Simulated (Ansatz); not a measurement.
`[SiH3][O][GaH][SiH3]` + H₂ → `[SiH3][O][GaH2]` + SiH₄ at 400 K and 1 bar (hydrogenolysis of a Ga–Si bond).

Computed with Ansatz on PBE0-D4/def2-TZVP structures; ΔE is electronic, products minus reactants. CCSD(T)/CBS adds triple-zeta CCSD(T) − MP2 to the extrapolated MP2 energy (def2 sets, frozen cores). This one scheme is used for every species. For Ga outer-core shells are correlated without core-valence functions, which leaves a few kJ/mol of doubt a bond. Scalar relativity is left out up to krypton. Each species was taken in one conformer, which may not be the lowest.

| species | CCSD(T)/CBS energy (Eh) | H − E (kJ/mol) | S (J/(mol·K)) |
| --- | --- | --- | --- |
| `[SiH3][O][GaH][SiH3]` | -2581.53641 | 198.6 | 436.5 |
| H₂ | -1.17544 | 38.0 | 139.0 |
| `[SiH3][O][GaH2]` | -2291.24790 | 140.3 | 359.9 |
| SiH₄ | -291.46306 | 96.9 | 218.6 |

H − E and S are ideal-gas, rigid-rotor, harmonic terms from PBE0-D4/def2-TZVP, for one conformer and one mirror image of each species. For small species the MP2-based limit differs from directly extrapolated CCSD(T) by up to some mEh (0.8 for H₂); such offsets cancel only in part. 1 Eh = 2625.50 kJ/mol, R = 8.31446 J/(mol·K).

Task: By hand: ΔE, ΔH, ΔS and ΔG.

Result: ΔE = (-2291.24790) + (-291.46306) − (-2581.53641) − (-1.17544) = 0.00089 Eh = 2.3 kJ/mol. Δ(H − E) = 140.3 + 96.9 − 198.6 − 38.0 = 0.6, so ΔH = 2.9 kJ/mol. ΔS = 359.9 + 218.6 − 436.5 − 139.0 = 3.0 J/(mol·K). ΔG = 2.9 − 400 × (3.0)/1000 = 1.7 kJ/mol.

Task: By hand: the equilibrium constant, and the temperature at which ΔG would vanish if ΔH and ΔS stayed fixed.

Result: log₁₀ K = −ΔG/(RT ln 10) = -0.2. ΔG = 0 at ΔH/ΔS = 967 K, though so small a ΔH makes that figure unsure.

TΔS isn't small against ΔH here. The sign of ΔG lies within the doubt. A doubt of 5 kJ/mol in ΔE shifts log₁₀ K by 0.7 here. Other conformers and mirror images would add mixing entropy, several J/(mol·K) or more a flexible species. Modes under 60 cm⁻¹, often nearly free rotors, make the harmonic entropy too high. These are equilibria of isolated gas molecules and say nothing of rates. Largest T1 diagnostic: 0.014 (customary marks: 0.02 for closed shells, 0.045 for open ones).
